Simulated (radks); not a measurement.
Valence configurations of Al II (all share [Ne]). Calculated with a radial shooting solver on a logarithmic mesh with Libxc functionals: non-relativistic Kohn-Sham, r2SCAN, spin-polarised, spherical densities, point nucleus; open shells are filled with parallel spins first; meta-GGA in the generalised Kohn-Sham scheme. Energies are relative to 3s2; eigenvalues in eV for spin up.

| valence | E (eV) | moment (Bohr magnetons) | e(3p) | e(3s) |
|---|---|---|---|---|
| 3s2 | 0.000 | 0 | - | -14.936 |
| 3s1 3p1 | 4.306 | 2 | -10.508 | -16.807 |
| 3s1.5 3p0.5 | 2.624 | 1 | -9.859 | -16.053 |
| 3p2 | 10.564 | 2 | -11.119 | - |
| 3s0.5 3p1.5 | 7.448 | 2 | -10.828 | -17.091 |

NIST lists [Ne] 3s2 as the ground configuration; this level of theory agrees among the configurations tried. The energies are those of spherical high-spin densities, not of single terms.
